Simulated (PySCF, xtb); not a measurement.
F4S, SMILES FS(F)(F)F.

GFN2-xTB run with xtb 6.7.1 at its own geometry gives an orbital gap of 6.27 eV and a dipole moment of 3.67 D.

Coordinates come from a TPSSh-D3(BJ)/def2-SVP optimisation.

Q: What does r2SCAN/def2-TZVP in PySCF give? (The exact figures need the calculation; the answer reports its results.)

A: gap 5.47 eV (levels -8.78 and -3.31 eV), dipole 0.77 D.
